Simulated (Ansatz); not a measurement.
Start from `[CH3][GeH]([F])[CH]=O` and change one atom or group to get `[CH3][GeH]([F])[SeH]`.

Ansatz, PBE0-D4/def2-TZVP geometries, multiplicity 1. Each molecule was computed in one conformer, which needn't be the lowest.

Scalar relativity is left out up to krypton.

```
                             property  `[CH3][GeH]([F])[CH]=O`
   HOMO energy (PBE0/def2-TZVPP) / eV                    -7.20
  HOMO–LUMO gap (PBE/def2-TZVPP) / eV                     2.87
 HOMO–LUMO gap (PBE0/def2-TZVPP) / eV                     5.45
HOMO–LUMO gap (B3LYP/def2-TZVPP) / eV                     4.98
  LUMO energy (B3LYP/def2-TZVPP) / eV                    -2.02
    HOMO energy (PBE/def2-TZVPP) / eV                    -5.76
```

(1) What does the change do to each property? (Best estimate.)

Results:

(1) Ansatz gave: 
```tsv
property	`[CH3][GeH]([F])[SeH]`	shift
HOMO energy (PBE0/def2-TZVPP) / eV	-7.30	-0.10
HOMO–LUMO gap (PBE/def2-TZVPP) / eV	5.05	2.18
HOMO–LUMO gap (PBE0/def2-TZVPP) / eV	7.14	1.69
HOMO–LUMO gap (B3LYP/def2-TZVPP) / eV	6.61	1.63
LUMO energy (B3LYP/def2-TZVPP) / eV	-0.45	1.57
HOMO energy (PBE/def2-TZVPP) / eV	-6.13	-0.37
```

With PBE0 the HOMO falls by 0.10 eV and the LUMO rises by 1.59 eV, so the gap widens by about 1.69 eV. PBE moves the HOMO by -0.37 eV and ωB97M-V by -0.02 eV.

B3LYP here is the variant with VWN-RPA as its local correlation; programs differ in this.

Spin–orbit coupling is left out; it splits and shifts lone-pair levels of the heavy atoms by tenths of an eV.
